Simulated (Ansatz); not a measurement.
C2H2F (SMILES [CH-]=CF), charge -1, singlet, geometry from GFN2-xTB (a gas-phase anion, which may not be bound at this level); CCSD/3-21G (Ansatz, a quantum-chemistry and plane-wave program).

Input for Ansatz:
Ansatz 0.2 input:
```yaml
crystal:
  periodic: [false, false, false]
  atoms:
    - {symbol: C, position_ang: [0.12287813, 0.40730308, -0.00331883]}
    - {symbol: C, position_ang: [1.24949282, -0.26376349, -0.03891045]}
    - {symbol: F, position_ang: [-1.12740689, -0.31305432, 0.03446280]}
    - {symbol: H, position_ang: [-0.19677651, 1.48659008, 0.00782128]}
    - {symbol: H, position_ang: [2.10921281, 0.46966118, -0.06461080]}
basis:
  gaussian:
    orbitals: 3-21G.json
total_charge: -1
magnetization: {spin_polarized: false}
correlation: {method: ccsd}
```
The basis file holds 3-21G in the JSON format of the Basis Set Exchange.

### Question
Predict the main parts of the log of this Ansatz run.

### Answer

```
Functional definition: HF
385 factors; integrals over basis functions are off by at most 1.0e-3 eV
mean field evaluation 1: about -4765.3353 eV, gradient 3.3e1 eV
mean field evaluation 2: about -4765.3354 eV, gradient 3.3e1 eV
mean field evaluation 4: about -4768.3896 eV, gradient 2.8e0 eV
mean field evaluation 8: about -4768.4617 eV, gradient 1.5e-1 eV
mean field evaluation 16: about -4767.3275 eV, gradient 2.3e1 eV
mean field -4768.46178242 eV, -175.2377383245 hartree, gradient 7.5e-7 eV, S^2 0.000000; 0 other end points of the search recorded, 0 dependent functions left out
3 core orbitals not correlated
reference -4768.46178242 eV, -175.2377383245 hartree; 9, 9 occupied and 19, 19 virtual orbitals, 385 factors
second order -7.90931564 eV of doubles, -0.00000000 eV of singles
cycle   1  -8.07518334 eV  change   -1.7e-1 eV  update   8.5e-2
cycle   2  -8.37164305 eV  change   -3.0e-1 eV  update   3.0e-2
cycle   3  -8.45501725 eV  change   -8.3e-2 eV  update   1.7e-2
cycle   4  -8.45530863 eV  change   -2.9e-4 eV  update   5.1e-3
cycle   5  -8.45283622 eV  change    2.5e-3 eV  update   2.2e-3
cycle   6  -8.45262937 eV  change    2.1e-4 eV  update   6.7e-4
cycle   7  -8.45241185 eV  change    2.2e-4 eV  update   2.5e-4
cycle   8  -8.45243297 eV  change   -2.1e-5 eV  update   9.3e-5
cycle   9  -8.45245657 eV  change   -2.4e-5 eV  update   3.0e-5
cycle  10  -8.45245047 eV  change    6.1e-6 eV  update   8.3e-6
Total energy: -4776.91423290 eV, -175.5483601502 hartree
```
